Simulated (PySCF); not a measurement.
EPR parameters of C4H12NSi

Species: C4H12NSi (doublet state).
Geometry (GFN2-xTB, Å), atoms numbered from 1 in this order:
```
atom  x, y, z in Å
C1     0.018   -0.776    1.366
C2    -0.380    0.004    0.113
C3    -1.763   -0.467   -0.365
N4    -0.363    1.424    0.458
C5     0.665   -0.177   -0.988
Si6    2.238    0.809   -0.593
H7    -0.744   -0.670    2.136
H8     0.956   -0.391    1.755
H9     0.133   -1.832    1.138
H10   -1.734   -1.520   -0.635
H11   -2.507   -0.335    0.421
H12   -2.080    0.102   -1.238
H13   -0.983    1.614    1.239
H14   -0.676    1.980   -0.332
H15    0.252    0.180   -1.934
H16    0.880   -1.239   -1.125
H17    2.977    1.142   -1.809
H18    3.103    0.154    0.383
```

The hyperfine couplings belong to this conformer and change with its torsions.

As a line formula: `CC(C)(N)C[SiH2]` [radical].

Computed with PySCF 2.14.0, UKS B3LYP, pcH-1 on C H N Si, non-relativistic, mean-field spin-orbit, GIAO. Isolated species at its GFN2-xTB geometry (one conformer only). GFN2-xTB frequencies show an imaginary mode (44i cm⁻¹), so this geometry is no minimum at that level. A GFN2-xTB geometry isn't a minimum of the functional, and hyperfine couplings can be far from their values at a DFT geometry, by a factor of two or more for some ions and for spin on atoms past the first row. The SCF solution wasn't tested for stability.

- g1, g2, g3: 2.00209, 2.00411, 2.00432
- g_iso: 2.00351
- Form of g: close to axial: the two nearest values differ by 10 % of g3 − g1
- ⟨S²⟩: 0.7517 (exact 0.7500)
- HOMO–LUMO gap, α and β orbitals: 5.38, 5.09 eV
- Total energy: -503.87914 Eh

Hyperfine couplings atom by atom, in MHz; T1 to T3 are the principal values of the dipolar part:

| atom | isotope | a_iso | of which spin–orbit | T1 | T2 | T3 | Mulliken spin population |
| --- | --- | --- | --- | --- | --- | --- | --- |
| C1 | 13C | -0.7 | 0.0 | -0.4 | -0.3 | 0.7 | 0.00 |
| C2 | 13C | 2.9 | 0.0 | -1.1 | 0.1 | 1.1 | 0.00 |
| C3 | 13C | 4.2 | 0.0 | -0.3 | -0.2 | 0.4 | 0.00 |
| N4 | 14N | 22.9 | 0.0 | -2.7 | -2.5 | 5.2 | 0.04 |
| C5 | 13C | -2.3 | 0.0 | -2.5 | -2.0 | 4.5 | -0.01 |
| Si6 | 29Si | -526.6 | 1.1 | -174.3 | 86.7 | 87.6 | 0.96 |
| H7 | 1H | 0.2 | 0.0 | -1.0 | -0.7 | 1.7 | 0.00 |
| H8 | 1H | 0.0 | 0.0 | -2.4 | -2.0 | 4.4 | 0.00 |
| H9 | 1H | -0.1 | 0.0 | -1.1 | -0.9 | 2.0 | 0.00 |
| H10 | 1H | 0.5 | 0.0 | -0.8 | -0.6 | 1.4 | 0.00 |
| H11 | 1H | -0.4 | 0.0 | -0.8 | -0.6 | 1.4 | 0.00 |
| H12 | 1H | -0.1 | 0.0 | -0.9 | -0.7 | 1.6 | 0.00 |
| H13 | 1H | 1.1 | 0.0 | -4.4 | -1.9 | 6.3 | 0.00 |
| H14 | 1H | -3.1 | 0.0 | -5.0 | -1.4 | 6.4 | 0.00 |
| H15 | 1H | -0.4 | 0.0 | -3.2 | -2.1 | 5.3 | 0.00 |
| H16 | 1H | 38.3 | 0.0 | -3.6 | 0.1 | 3.6 | 0.01 |
| H17 | 1H | 36.1 | 0.0 | -10.5 | 1.6 | 8.9 | 0.00 |
| H18 | 1H | 27.7 | 0.0 | -10.2 | 1.3 | 8.9 | 0.00 |

The largest Mulliken spin population is on Si6 (+0.96). The angles at Si6 add up to 335.8°, so it is pyramidal.

Under fast tumbling the dipolar parts average out, and these isotropic splittings remain: 2 × 1H (H17/H18, I = 1/2, 3 lines) with 1.14 mT, 1 × 14N (N4, I = 1, 3 lines) with 0.82 mT, 2 × 1H (H15/H16, I = 1/2, 3 lines) with 0.68 mT and 2 × 1H (H13/H14, I = 1/2, 3 lines) with 0.04 mT.

Means are taken over nuclei equivalent by connectivity, which assumes that they swap fast. The 1H value of +18.9 MHz is a mean of couplings from -0.4 to 38.3 MHz in this one geometry, not an average over conformers. The 1H value of +31.9 MHz is a mean of couplings from 27.7 to 36.1 MHz in this one geometry, not an average over conformers.

The 29Si coupling of Si6 (-526.6 MHz) shows only in satellite lines or after enrichment, since that isotope makes up about 4.7 % of natural silicon.

On one thread, Arm Neoverse V1 (aarch64), shared host with 32 logical CPUs at a one-minute load of 10, this took 73 s (grids of density and orbitals included) and 0.98 GiB of memory at its peak.
